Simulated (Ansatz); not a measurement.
Calculated with Ansatz (gas phase, PBE0-D4/def2-TZVP geometries, no zero-point term in ΔE). CCSD(T)/CBS adds triple-zeta CCSD(T) − MP2 to the extrapolated MP2 energy (def2 sets, frozen cores). This one scheme is used for every species. DFT in def2-TZVPP. Elements past krypton have def2 core potentials. For In, Se outer-core shells are correlated without core-valence functions, which leaves a few kJ/mol of doubt a bond. Scalar relativity is left out up to krypton. One conformer a species, not always the lowest.

`C[Se][In]([F])[F]` + CH₃SH → `C[S][In]([F])[F]` + `C[SeH]`  (ligand exchange at the In–Se bond)

`C[Se][In]([F])[F]`:

Z-matrix (Å, degrees):
```
C
Se 1 1.965
H 1 1.086 2 110.7
H 1 1.086 2 110.7 3 123.3
H 1 1.089 2 104.9 3 -118.3
In 2 2.455 1 97.4 3 -61.8
F 6 1.933 2 129.0 1 179.7
F 6 1.943 2 120.3 1 -0.2
```

CH₃SH:

Z-matrix (Å, degrees):
```
C
S 1 1.806
H 1 1.089 2 111.5
H 1 1.089 2 111.5 3 -123.8
H 1 1.090 2 106.2 3 118.1
H 2 1.342 1 97.1 3 61.9
```

`C[S][In]([F])[F]`:

```xyz
8

C     0.018   -0.530    1.382
S     1.331   -0.458    0.118
In    0.179    0.567   -1.640
F    -1.686    1.066   -1.426
F     0.828    1.032   -3.398
H    -0.322    0.464    1.665
H     0.479   -1.007    2.247
H    -0.826   -1.133    1.052
```

`C[SeH]`:

```xyz
6

C     0.521    0.063   -0.151
Se   -1.388   -0.182   -0.453
H     0.708    0.998    0.372
H     0.978    0.104   -1.138
H     0.932   -0.779    0.401
H    -1.751   -0.203    0.969
```

```tsv
level	ΔE (kJ/mol)	difference from CCSD(T)/CBS
PBE-D4	25.2	-2.1
BLYP-D4	25.8	-1.5
r2SCAN0-D4	26.7	-0.6
BHLYP-D4	28.7	1.4
CAM-B3LYP-D4	25.8	-1.5
ωB97M-V	25.2	-2.1
PBE0	26.3	-1.0
r2SCANh	25.9	-1.4
r2SCAN0	26.7	-0.6
BHLYP	27.9	0.6
RPA@PBE/def2-TZVPP	23.8	-3.5
HF/def2-SVP	26.4	-0.9
MP2/def2-TZVPP	25.9	-1.4
CCSD(T)/def2-TZVPP	24.8	-2.5
MP2/def2-QZVPP	27.4	0.1
HF/CBS(def2)	28.6	1.3
CCSD(T)/CBS	27.3	0
```

Largest T1 diagnostic among the species: 0.016.

Leaving LDA and LC-ωPBE aside and taking each functional with its dispersion term where it has one, the values, not all of them listed here, spread over 7.8 kJ/mol, from B97M-V to BHLYP-D4.
